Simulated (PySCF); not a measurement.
NMR data simulated for an unnamed compound:

¹H NMR (500 MHz, computed): δ 5.43 (m, 1H), 5.29 (m, 1H), 5.29 (m, 1H), 5.28 (m, 1H), 5.07 (s, 1H), 2.69 (s, 3H), 0.69 (br s, 1H), 0.58 (m, 1H), 0.04 (br s, 1H), -0.45 (m, 1H).

¹³C{¹H} NMR (computed): δ 27.5 (CH3), -3.6 (CH2).

Calculated, not measured (PySCF 2.14.0 with density-fitted response routines): structure optimised with GFN2-xTB, shielding tensors at PBE0/pcSseg-1 (GIAO). Isolated molecule, relativity neglected, one averaged value for each set of equivalent atoms, one computed conformer.

Chemical shifts δ = σref − σ; TMS for ¹H (σref 31.72), ¹³C (σref 186.93), all at this level.

Q: Which of these does the molecule contain: an NH or NH2 group, a ketone, a nitrile, a Si–H bond, a benzene ring, an N-methyl group?

A: 
- An NH or NH2 group: yes (δH 0.69 (br s)).
- A ketone: no.
- A nitrile: no.
- A Si–H bond: yes (δH 5.07 (s)).
- A benzene ring: no.
- An N-methyl group: yes (δC 27.5; δH 2.69 (s)).

The data belong to SMILES CN[Si@H]1N[SiH2]C[SiH2]O1, C$_{2}$H$_{12}$N$_{2}$OSi$_{3}$; they needn't prove each group on their own.

Carbon signals by region: 2 below 50 ppm.

The OH or NH signal is concentration- and solvent-dependent in practice; the value given is the gas-phase one. Shifts are as computed. Against solution values, carbons near 30 ppm lie about +3 ppm off and those near 130 ppm about +5 ppm. Of 1211 compounds with measured shifts, 218 miss one by over three times the rms of a fit or turn the order of signals round; such compounds aren't used in these exercises. No couplings were computed; multiplicities are counted from neighbouring protons, with m where these are inequivalent, close in shift, in a saturated or five-membered ring or joined by F or P, and br s for small geminal =CH2 splittings.
